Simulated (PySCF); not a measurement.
A GIAO shielding run with PySCF 2.14.0 with density-fitted response routines (density fitting, non-relativistic, gas phase) on `CC(C)(C)c1csnn1`, C$_{6}$H$_{10}$N$_{2}$S:

```
$ OMP_NUM_THREADS=1 python probes_run.py task.json out

{"job": {"kind": "nmr", "xc": "PBE0", "basis": "pcSseg-1"}, "charge": 0, "multiplicity": 1}
C     -1.257388     1.102294    -0.278993
C     -0.423072    -0.127622     0.079172
C     -0.829164    -1.312389    -0.805688
C     -0.632102    -0.491585     1.554113
C      1.042653     0.127687    -0.131762
C      1.667003     1.267053    -0.579697
S      3.350572     0.986494    -0.622755
N      3.133577    -0.563911    -0.065472
N      1.932703    -0.851967     0.134234
H     -2.311927     0.890709    -0.117555
H     -1.120676     1.372574    -1.323992
H     -0.981744     1.951543     0.342669
H     -0.222654    -2.181371    -0.564420
H     -1.876562    -1.555607    -0.644178
H     -0.686496    -1.070566    -1.857274
H     -0.023484    -1.353444     1.814445
H     -1.677750    -0.728713     1.734744
H     -0.347483     0.339174     2.196953
H      1.254189     2.208898    -0.872008
```

Hardware: 1 thread of an Arm Neoverse V2, shared host. The job also computes population analyses, field gradients, ring-centre shieldings.

(1) How large is the calculation?

(2) How long does it take, and how much memory does it need?

## Answers

(1) 76 electrons, 210 basis functions and 1099 auxiliary functions.

(2) 36 s of wall time, with 15 SCF cycles and 5 response iterations; peak memory 1 GiB. Times on a shared host scatter by some tens of per cent.
